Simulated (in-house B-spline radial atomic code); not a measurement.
Settings and results of a run for the potassium ion K²⁺. Level of theory: scalar-relativistic (X2C) CAM-B3LYP, spin-polarised, spherical fractional occupations, Fermi nucleus of rms radius 3.4349 fm; calculated with a B-spline radial code for spherical atoms.

Command:
```bash
python run_scf.py task.json out
```
Settings (nuclear radius in fm, mass in u):
```
Z                19
configuration    [Ne] 3s2 3p5
hamiltonian      x2c
method           camb3lyp
spin_polarised   True
nucleus          fermi
rms_radius       3.4349
atomic_mass      38.96371
speed_of_light   137.035999084
```

Output (hartree, bohr):
```
 radial grid: 70 intervals, B-splines of order 8, outer radius 25.5556 bohr

 iter        energy (Eh)    residual
    1        -597.317339    3.00e-01
    2        -600.255991    1.36e-01
    3        -600.791921    4.50e-02
    4        -600.845841    1.48e-02
    5        -600.850618    5.23e-03
    6        -600.851505    4.19e-04
    7        -600.851508    3.49e-05
    8        -600.851508    5.48e-06
    9        -600.851508    3.41e-07
   10        -600.851508    9.99e-09

 total energy                      -600.85151
 kinetic                             604.9942
 electron-nucleus                  -1416.7619
 Hartree                             243.8663
 exact exchange                       -7.4514
 exchange-correlation                -25.4988

 orbital      occ     eigenvalue          <r>       <r^2>       <1/r>     <1/r^2>       r_max
 1s up      1.000      -131.3100    0.0808074  0.00879742     18.8586     741.954     0.05277
 1s down    1.000      -131.2982    0.0808016  0.00879607     18.8597     742.023     0.05277
 2s up      1.000       -14.2515     0.386902    0.177496      3.8241      63.463      0.3178
 2s down    1.000       -14.2412     0.386809    0.177356     3.82384     63.4378      0.3179
 2p up      3.000       -11.4984     0.349896    0.151752     3.70697      19.124      0.2623
 2p down    3.000       -11.4822     0.349973    0.151777     3.70559     19.1094      0.2624
 3s up      1.000        -2.2772       1.2331     1.75162     1.13144     8.29084       1.063
 3s down    1.000        -2.2055      1.23774     1.76707     1.12791     8.24255       1.063
 3p up      3.000        -1.5988      1.35035     2.13831     1.00811     2.29037       1.126
 3p down    2.000        -1.4635      1.36952     2.20642    0.995676     2.24017       1.132

 Slater integrals (Eh)
   F0(3s up,3s up)               0.730748
   F0(3s up,3s down)             0.729456
   F0(3s up,3p up)               0.697912
   G1(3s up,3p up)               0.464554
   F0(3s up,3p down)             0.692897
   F0(3s down,3s down)           0.728168
   F0(3s down,3p up)             0.696762
   F0(3s down,3p down)           0.691767
   G1(3s down,3p down)           0.459014
   F0(3p up,3p up)               0.669145
   F2(3p up,3p up)               0.337361
   F0(3p up,3p down)             0.664649
   F2(3p up,3p down)             0.334466
   F0(3p down,3p down)           0.660229
   F2(3p down,3p down)           0.331670
```

Cost of the run: 0.68 s on 1 thread of Arm Neoverse V1, with other jobs on the host.

Caution: exact exchange at fractional occupations of open shells leaves self-interaction of up to several eV.
